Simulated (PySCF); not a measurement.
Ge(F)4 anion (F4Ge), SMILES [F][Ge]([F])([F])[F] (connectivity only; charge and spin as stated), charge -1, multiplicity 2. Geometry: PBE-D3(BJ)/def2-SVPD. The spin state was assumed, not searched. The isomer is the one that the SMILES or the coordinates give; other isomers of the formula were not compared.

The numbers are results of PBE-D3(BJ)/def2-SVPD (PySCF), not measurements.

Harmonic wavenumbers (cm⁻¹): 114, 120, 198, 229, 239, 433, 473, 566, 567. Rotational constants (GHz): 4.120, 2.790, 2.441; symmetry number 2.

### Question
Work out the zero-point energy and the ideal-gas rigid-rotor harmonic-oscillator thermochemistry at 298.15 K and 1 atm.

### Answer
ZPE = ½ Σ hcν = ½ × 2940 cm⁻¹ = 17.58 kJ/mol. H − E(el) = 37.66 kJ/mol. Entropy in J/(mol K): translation 171.12, rotation 106.54, vibration 61.68, spin 5.76, total 345.10. G − E(el) = -65.23 kJ/mol. Cp = 92.69 J/(mol K). Modes under 150 cm⁻¹ make the vibrational entropy uncertain.
